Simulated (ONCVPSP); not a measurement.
# Cutoff test, Ge, ONCV

ONCVPSP 4.0.1 input, shortened (lines: element, Z, core and valence counts, functional; n l f; lmax; l rc ep ncon nbas qcut; lloc lpopt rc5 dvloc0; l nproj debl; icmod fcfact rcfact), PBE, scalar-relativistic:

```
  Ge 32.00    5    3        4      upf
    1    0    2.00
    2    0    2.00
    2    1    6.00
    3    0    2.00
    3    1    6.00
    3    2   10.00
    4    0    2.00
    4    1    2.00
    2
    0    1.60    0.00    4    8    4.70
    1    1.70    0.00    3    8    4.00
    2    1.05    0.00    5    9   15.60
    4    3    0.75   -1.00
    0    3    4.00
    1    2    2.80
    2    2    1.60
    1    0.35    0.00
```

For each optimised wave give the share of its norm inside rc, the residual kinetic energy above qcut (Ha) and the cutoffs (Ha) for errors of 10, 1, 0.1 and 0.01 mHa per electron.

| wave | norm inside rc | residual KE | 10 mHa | 1 mHa | 0.1 mHa | 0.01 mHa |
| --- | --- | --- | --- | --- | --- | --- |
| 4s | 0.277 | 1.2e-04 | 6.2 | 8.9 | 11.7 | 28.9 |
| s projector 2 | 0.100 | 2.9e-03 | 9.8 | 27.4 | 87.1 | 102.0 |
| s projector 3 | 0.084 | 1.6e-01 | 23.3 | 101.0 | 120.5 | 145.3 |
| 4p | 0.146 | 3.4e-04 | 1.9 | 6.3 | 15.3 | 68.1 |
| p projector 2 | 0.118 | 8.8e-03 | 7.8 | 17.2 | 94.0 | 164.8 |
| 3d | 0.826 | 1.9e-05 | 88.1 | 102.3 | 113.6 | 148.9 |
| d projector 2 | 0.042 | 4.3e-06 | 72.1 | 91.5 | 106.2 | 117.6 |

The occupied waves need 102 Ha and 114 Ha for 1 and 0.1 mHa. Note: no bound ghost flagged; GHOST(+) flagged for s at 92.1 eV, p at 92.9 eV.
